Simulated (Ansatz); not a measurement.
One change: `CC(C)CB(Cl)Cl` becomes `CC(C)CF`.

Ansatz, PBE0-D4/def2-TZVP geometries, multiplicity 1. Each molecule was computed in one conformer, which needn't be the lowest.

```
                                                                                  property  `CC(C)CB(Cl)Cl`
                                        size of the dipole moment (ωB97M-V/def2-TZVPP) / D             1.48
                                                        HOMO energy (PBE0/def2-TZVPP) / eV            -8.74
                                                     HOMO–LUMO gap (B3LYP/def2-TZVPP) / eV             7.15
                                                        LUMO energy (PBE0/def2-TZVPP) / eV            -1.18
ideal-gas entropy at 298 K and 1 bar (rigid rotor, harmonic PBE0-D4/def2-TZVP) / J/(mol·K)              400
                                            zero-point energy (PBE0-D4/def2-TZVP) / kJ/mol            337.4
```

Task: What does the change do to each property? (An estimate is asked.)

Result: Computed: 
```
                                                                                  property  `CC(C)CF`  shift
                                        size of the dipole moment (ωB97M-V/def2-TZVPP) / D       1.76   0.28
                                                        HOMO energy (PBE0/def2-TZVPP) / eV      -9.05  -0.31
                                                     HOMO–LUMO gap (B3LYP/def2-TZVPP) / eV       9.61   2.46
                                                        LUMO energy (PBE0/def2-TZVPP) / eV       1.10   2.28
ideal-gas entropy at 298 K and 1 bar (rigid rotor, harmonic PBE0-D4/def2-TZVP) / J/(mol·K)        322    -78
                                            zero-point energy (PBE0-D4/def2-TZVP) / kJ/mol      327.8   -9.6
```

With PBE0 the HOMO falls by 0.31 eV and the LUMO rises by 2.28 eV, so the gap widens by about 2.59 eV. PBE moves the HOMO by -0.12 eV and ωB97M-V by -0.43 eV. The zero-point energy changes by -9.6 kJ/mol with -6 modes. Dipoles are sizes alone; their direction can turn. Modes under 60 cm⁻¹, often nearly free rotors, make the harmonic entropy too high.

B3LYP here is the variant with VWN-RPA as its local correlation; programs differ in this.
